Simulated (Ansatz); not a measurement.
Gas-phase electronic energies from Ansatz, PBE0-D4/def2-TZVP geometries. CCSD(T)/CBS is the MP2 limit (def2-TZVPP, def2-QZVPP) plus CCSD(T) − MP2 in def2-TZVPP, frozen cores. DFT in def2-TZVPP. B3LYP here is the variant with VWN-RPA as its local correlation; programs differ in this. One conformer a species, not always the lowest.

Consider the substitution at a C–C bond: `C#CCOC=C` + `C[SiH2]SS` → `C#CSS[SiH2]C` + `C=COC`.

```
             level  ΔE (kJ/mol)  difference from CCSD(T)/CBS
            PBE-D4         -5.0                        -10.9
         r2SCAN-D4         -3.2                         -9.1
           PBE0-D4          1.1                         -4.8
           ωB97M-V          7.6                          1.7
            B2PLYP          1.5                         -4.4
               PBE         -3.4                         -9.3
            r2SCAN         -2.9                         -8.8
             B3LYP          2.1                         -3.8
    MP2/def2-TZVPP         -0.6                         -6.5
   CCSD/def2-TZVPP         10.7                          4.8
CCSD(T)/def2-TZVPP          6.4                          0.5
     HF/def2-QZVPP         17.5                         11.6
    MP2/def2-QZVPP         -0.9                         -6.8
      HF/CBS(def2)         17.5                         11.6
     MP2/CBS(def2)         -1.2                         -7.1
    CCSD/CBS(def2)         10.2                          4.3
       CCSD(T)/CBS          5.9                            0
```

Largest T1 diagnostic among the species: 0.013.

From PBE to PBE0 (25 % exact exchange), in def2-TZVPP and without D4, ΔE moves by +6.0 kJ/mol. In def2-TZVPP, CCSD(T) changes the Hartree–Fock value by −10.9 kJ/mol (the triples alone add −4.3 kJ/mol) and MP2 by −18.0 kJ/mol.
